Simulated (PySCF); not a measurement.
# Se: electron affinity

Se- [Ar] 3d10 4s2 4p5 (2P) → Se [Ar] 3d10 4s2 4p4 (3P), as a difference of total energies. All numbers are calculated (PySCF 2.14, no relativity, point nucleus, in dyall-av2z). Correlated levels: valence: [Ar] 3d10 frozen; virtual orbitals above 40 to 60 times the deepest correlated orbital energy dropped. The calculations carry no spin-orbit coupling.

```json
{"method": "UHF", "electron affinity (eV)": "1.021", "plus first-order spin-orbit estimate": "1.008", "difference from reference of that sum (eV)": "-1.013"}
{"method": "MP2 (valence)", "electron affinity (eV)": "1.773", "plus first-order spin-orbit estimate": "1.760", "difference from reference of that sum (eV)": "-0.261"}
{"method": "SCS-MP2 (valence)", "electron affinity (eV)": "1.755", "plus first-order spin-orbit estimate": "1.742", "difference from reference of that sum (eV)": "-0.279"}
{"method": "CCSD (valence)", "electron affinity (eV)": "1.738", "plus first-order spin-orbit estimate": "1.724", "difference from reference of that sum (eV)": "-0.297"}
{"method": "CCSD(T) (valence)", "electron affinity (eV)": "1.785", "plus first-order spin-orbit estimate": "1.772", "difference from reference of that sum (eV)": "-0.249"}
```

Reference: 2.021 eV (measured; photodetachment measurements, as compiled on the Wikipedia data page of electron affinities).

A first-order spin-orbit estimate (lowest level to lowest level, LS coupling) adds -0.013 eV.

These non-relativistic numbers lack the scalar-relativistic shift.

Errors of the correlated levels include the incompleteness of this basis and the frozen core.
